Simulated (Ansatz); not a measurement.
This triplet is an excited state, 1.86 eV above the relaxed singlet at the level frozen-core CCSD(T)/cc-pVTZ // PBE0-D3(BJ)/def2-SVP (Ansatz, a program for electronic structure).

These are frozen-core CCSD(T)/cc-pVTZ // PBE0-D3(BJ)/def2-SVP (Ansatz) values and carry that method's errors.

Ansatz 0.2 input:
```yaml
crystal:
  periodic: [false, false, false]
  atoms:
    - { symbol: C, position_ang: [1.924797, 0.305301, 0.172481] }
    - { symbol: O, position_ang: [0.965722, -0.710359, 0.303836] }
    - { symbol: Si, position_ang: [-0.489555, -0.808685, -0.521695] }
    - { symbol: C, position_ang: [-2.021182, -0.21645, 0.436654] }
    - { symbol: H, position_ang: [2.583551, 0.278643, 1.054751] }
    - { symbol: H, position_ang: [2.551929, 0.15508, -0.7233] }
    - { symbol: H, position_ang: [1.469678, 1.31017, 0.106593] }
    - { symbol: H, position_ang: [-1.940026, 0.855477, 0.674281] }
    - { symbol: H, position_ang: [-2.910867, -0.374966, -0.190405] }
    - { symbol: H, position_ang: [-2.134038, -0.794207, 1.366979] }
basis:
  gaussian: { orbitals: cc-pVTZ }
correlation:
  method: ccsd_t
magnetization:
  spin_polarized: true
  initial_magnetization: 2
```

Output:

```
Functional definition: HF
1183 factors; integrals over basis functions are off by at most 1.2e-3 eV
mean field evaluation 1: about -12052.0645 eV, gradient 2.5e1 eV
mean field evaluation 2: about -12052.0726 eV, gradient 2.5e1 eV
mean field evaluation 4: about -12055.7034 eV, gradient 4.0e0 eV
mean field evaluation 8: about -12055.8978 eV, gradient 1.4e-1 eV
mean field evaluation 16: about -12055.6931 eV, gradient 4.0e0 eV
mean field evaluation 32: about -12051.2805 eV, gradient 2.4e0 eV
mean field -12055.89795012 eV, -443.0460778857 hartree, gradient 3.1e-6 eV, S^2 2.005669; 0 other end points of the search recorded, 0 dependent functions left out
8 core orbitals not correlated
reference -12055.89795012 eV, -443.0460778857 hartree; 13, 11 occupied and 187, 189 virtual orbitals, 1183 factors
second order -18.22283623 eV of doubles, -0.00000000 eV of singles
cycle   1  -18.66862558 eV  change   -4.5e-1 eV  update   9.7e-2
cycle   2  -19.14147753 eV  change   -4.7e-1 eV  update   3.2e-2
cycle   3  -19.26644109 eV  change   -1.2e-1 eV  update   2.0e-2
cycle   4  -19.26056189 eV  change    5.9e-3 eV  update   8.0e-3
cycle   5  -19.26005518 eV  change    5.1e-4 eV  update   4.8e-3
cycle   6  -19.26195385 eV  change   -1.9e-3 eV  update   1.8e-3
cycle   7  -19.26193460 eV  change    1.9e-5 eV  update   8.9e-4
cycle   8  -19.26218675 eV  change   -2.5e-4 eV  update   3.6e-4
cycle   9  -19.26228534 eV  change   -9.9e-5 eV  update   1.7e-4
cycle  10  -19.26216892 eV  change    1.2e-4 eV  update   7.1e-5
cycle  11  -19.26222084 eV  change   -5.2e-5 eV  update   3.5e-5
cycle  12  -19.26222295 eV  change   -2.1e-6 eV  update   1.3e-5
perturbative correction -0.75275040 eV, -0.0276630669 hartree
Total energy: -12075.91292347 eV, -443.7816145896 hartree
```

Cost: around 11 core-minutes (rough).
